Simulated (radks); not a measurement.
Results of a calculation; reference values are marked as such.
Question: Species: Gd. Configuration: [Xe] 4f7 5d1 6s2. Level of theory: scalar-relativistic Kohn-Sham, r2SCAN, spin-unpolarised, spherical densities, finite nucleus; meta-GGA in the generalised Kohn-Sham scheme; Fermi nuclear charge, rms radius 5.1569 fm (a radial shooting solver on a logarithmic mesh with Libxc functionals). Some entries of the table are withheld. Estimate them.

orbital  occ.  eigenvalue (eV)  r(max) (bohr)
1s          2        -50171.43        0.01392
2s          2        -8305.987        0.07897
2p          6        -7388.265            (1)
3s          2        -1849.685         0.2240
3p          6        -1563.882         0.2198
3d         10        -1186.562            (2)
4s          2        -376.7615         0.5157
4p          6        -282.0566         0.5380
4d         10        -150.5139         0.5589
5s          2              (3)          1.199
5p          6         -28.2621          1.354
4f          7          -8.6072         0.5671
6s          2          -4.2323          3.446
5d          1          -2.4257          1.925

Answer: 
(1) 2p r(max) (bohr): 0.06395
(2) 3d r(max) (bohr): 0.1803
(3) 5s eigenvalue (eV): -51.2475
